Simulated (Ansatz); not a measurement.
A CCSD(T) single point on CH6F2O2Si2 (`O[Si@H](F)C[Si@@H](O)F`).

```yaml
crystal:
  periodic: [false, false, false]
  atoms:
    - {symbol: O, position_ang: [-0.977326, 1.602635, 2.107098]}
    - {symbol: Si, position_ang: [0.092586, 0.941317, 1.071066]}
    - {symbol: F, position_ang: [0.813109, -0.316863, 1.778725]}
    - {symbol: C, position_ang: [-0.667278, 0.270694, -0.480714]}
    - {symbol: Si, position_ang: [0.428413, -0.868454, -1.461755]}
    - {symbol: O, position_ang: [0.885840, -2.159501, -0.582876]}
    - {symbol: F, position_ang: [1.697668, -0.002215, -1.907650]}
    - {symbol: H, position_ang: [-1.783511, 1.132423, 2.322834]}
    - {symbol: H, position_ang: [1.122449, 1.969192, 0.843859]}
    - {symbol: H, position_ang: [-0.977484, 1.111982, -1.110580]}
    - {symbol: H, position_ang: [-1.573698, -0.290236, -0.220789]}
    - {symbol: H, position_ang: [-0.197974, -1.393473, -2.690059]}
    - {symbol: H, position_ang: [1.137196, -1.997500, 0.330839]}
basis:
  gaussian: {orbitals: def2-TZVPP}
correlation: {method: ccsd_t}
```

```sh
$ ansatz run in.yaml --threads 2 --pin off --events-out ev --progress --plain --max-ram 32768MiB --backend cuda --devices 0, --max-vram 18GiB
```

The program prints (abridged):

```
Functional definition: HF
1952 factors; integrals over basis functions are off by at most 1.0e-3 eV
mean field evaluation 1: about -26342.2020 eV, gradient 6.0e1 eV
mean field evaluation 2: about -26342.5323 eV, gradient 6.1e1 eV
mean field evaluation 4: about -26349.0490 eV, gradient 4.3e0 eV
mean field evaluation 8: about -26349.1383 eV, gradient 3.0e-1 eV
mean field -26349.13864383 eV, -968.3129850730 hartree, gradient 5.0e-6 eV, S^2 0.000000; 0 other end points of the search recorded, 0 dependent functions left out
15 core orbitals not correlated: weight in the atoms' cores, before any rotation towards them, 1.000 or more for the frozen orbitals, at most 0.000 for the correlated occupied ones
reference -26349.13864383 eV, -968.3129850730 hartree; 22, 22 occupied and 286, 286 virtual orbitals, 1952 factors
second order -37.77778561 eV of doubles, -0.00000000 eV of singles
cycle   1  -37.73306967 eV  change    4.5e-2 eV  update   1.2e-1
cycle   2  -38.50445711 eV  change   -7.7e-1 eV  update   3.4e-2
cycle   3  -38.68618735 eV  change   -1.8e-1 eV  update   1.7e-2
cycle   4  -38.66402124 eV  change    2.2e-2 eV  update   3.5e-3
cycle   5  -38.66162783 eV  change    2.4e-3 eV  update   1.5e-3
cycle   6  -38.66272919 eV  change   -1.1e-3 eV  update   4.3e-4
cycle   7  -38.66251619 eV  change    2.1e-4 eV  update   1.5e-4
cycle   8  -38.66240440 eV  change    1.1e-4 eV  update   4.5e-5
cycle   9  -38.66241366 eV  change   -9.3e-6 eV  update   1.7e-5
perturbative correction -1.28714045 eV, -0.0473015392 hartree
Total energy: -26389.08819794 eV, -969.7811041080 hartree
```

Run time 15 s (2 threads of an AMD EPYC 7R13 on a shared host and a share of an NVIDIA H100 80 GB); peak host memory 1.3 GiB.

Correlation energy per correlated electron: -0.908 eV. T1 diagnostic: 0.0117.
